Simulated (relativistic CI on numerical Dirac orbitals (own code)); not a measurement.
A reference radial Dirac CI calculation of Nb II gave the lowest total energy -3814.29754 Ha in 39 SCF steps, from this input:

```
atom Nb  Z=41  charge=1  electrons=40
nucleus A=93  rms_radius_fm=4.3240
hamiltonian dirac-coulomb  breit=on  qed=on  c_scale=1
orbitals kli  potential=per-configuration
slater_scale 1
correlation none
mixing on
grid step=0.0125 r_max=100.6
scf mixing=0.4 start=green max_iterations=150 tolerance=2e-08 node_fill=0.05
configurations
  [Kr] 4d4
  [Kr] 4d3 5s
  [Kr] 4d2 5s2
end
```

One setting was then changed (and the iteration limit cut to 89), and the output read:

```
error: configuration [Kr] 4d4 has 40 electrons, the ion has 38
end: refused
```

Q: Which setting was changed?
A. charge
B. speed of light
C. node fill of the KLI weights
D. end of the grid

A: A. The charge 3. This setting is bad on purpose; its numbers may not be properties of the ion.
